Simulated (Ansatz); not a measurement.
Input file for Ansatz (a quantum-chemistry and plane-wave program): U-r2SCAN/def2-TZVPP on CoF+, 2S+1 = 4, a spin state set in the input, which need not be the lowest, a point of a bond scan (R = 1.693 Å). Charge +1.

Ansatz 0.2 input:
```yaml
crystal:
  periodic: [false, false, false]
  atoms:
    - {symbol: Co, position_ang: [0.00000000, 0.00000000, 0.00000000]}
    - {symbol: F, position_ang: [0.00000000, 0.00000000, 1.69326200]}
basis:
  gaussian:
    orbitals: def2-TZVPP
    pivot_positions_ang: [[0.00000000, 0.00000000, 0.00000000], [0.00000000, 0.00000000, 1.69326200]]
hamiltonian:
  xc: {name: r2SCAN}
total_charge: 1
magnetization: {spin_polarized: true, initial_magnetization: 3}
output: {forces: true, orbitals: {seedname: ./end}}
```

Problem. Give the final energy of this run.

Solution. -1482.2850 hartree.

Problem. How many basis functions does it have, and what does it roughly cost on one machine?

Solution. 95 functions; about 25 core-seconds (a rough figure).
